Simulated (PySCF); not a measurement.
H₅OSi₂, multiplicity 2. Atoms are numbered in the order given.

```xyz
8

Si     1.5025    -0.3700     0.5146
O      0.0131    -0.3204    -0.1714
Si    -1.4294     0.4434    -0.3442
H      2.2901    -1.4219    -0.1820
H      2.1682     0.9565     0.3669
H     -1.2142     1.8935    -0.5580
H     -2.1218    -0.1375    -1.5133
H     -2.2502     0.2461     0.8721
```
Charge 0, spin multiplicity 2.

Geometry optimised at B3LYP-D3(BJ)/def2-TZVP. The isomer is the one that the SMILES or the coordinates give; other isomers of the formula were not compared.

Computed with M06-2X/def2-TZVPD (PySCF).

Mulliken values depend strongly on the basis, most of all with diffuse functions as here. ESP charges are fitted to the potential on shells at 1.4 to 2.0 van der Waals radii. Atomic charges (e):

```tsv
atom	ESP fit	Mulliken	meta-Löwdin	Mulliken spin
Si1	0.07	0.00	0.62	0.81
O2	?	-0.08	-0.84	0.02
Si3	0.36	0.21	0.80	0.00
H4	?	0.00	-0.10	0.08
H5	?	0.01	-0.11	0.09
H6	?	-0.05	-0.13	0.00
H7	?	-0.04	-0.12	0.00
H8	?	-0.05	-0.12	0.00
```

Q: Some entries are withheld; supply them. (The exact figures need the calculation; the answer reports its results.)

A: 
- O2, ESP fit: -0.20
- H4, ESP fit: -0.01
- H5, ESP fit: -0.01
- H6, ESP fit: -0.07
- H7, ESP fit: -0.08
- H8, ESP fit: -0.07
